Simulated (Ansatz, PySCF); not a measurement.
Reaction (SMILES): FF [molecular fluorine] → 2 F atom (the F-F bond at the site shown breaks; other sites are not compared here)
Geometries: B3LYP-D3(BJ)/def2-TZVP minima from Ansatz (an electronic-structure program). Unstable Hartree-Fock reference: FF.
Geometry of the first species:
SMILES: FF
```xyz
2

F      0.0000     0.0000    -0.6982
F      0.0000     0.0000     0.6982
```
Charge 0, spin multiplicity 1.

Property: bond dissociation energy (enthalpy at 298 K, with B3LYP-D3(BJ) rigid-rotor harmonic-oscillator terms from PySCF), in kJ/mol. Cores are frozen in the correlated levels unless marked. UHF or UKS for open shells. No spin-orbit coupling. No relativistic terms. Basis-set limits of correlation are two-point, X^-3; Hartree-Fock from the larger set (for Q and 5 zeta extrapolated as (X+1)exp(-9√X)).

CCSD(T)/CBS(cc-pVQZ,cc-pV5Z) (Ansatz) gives 157.8 kJ/mol.

Question: Another calculation gave 159.1 kJ/mol. Which level was it?
A. B2GP-PLYP/def2-TZVPD (Ansatz)
B. BLYP/def2-TZVPD (Ansatz)
C. PW6B95/def2-TZVPD (PySCF)
D. r2SCAN/def2-TZVPD (Ansatz)

Answer: D, r2SCAN/def2-TZVPD (Ansatz). The others give 147.5 (PW6B95), 132.6 (B2GP-PLYP), 199.1 (BLYP) kJ/mol.
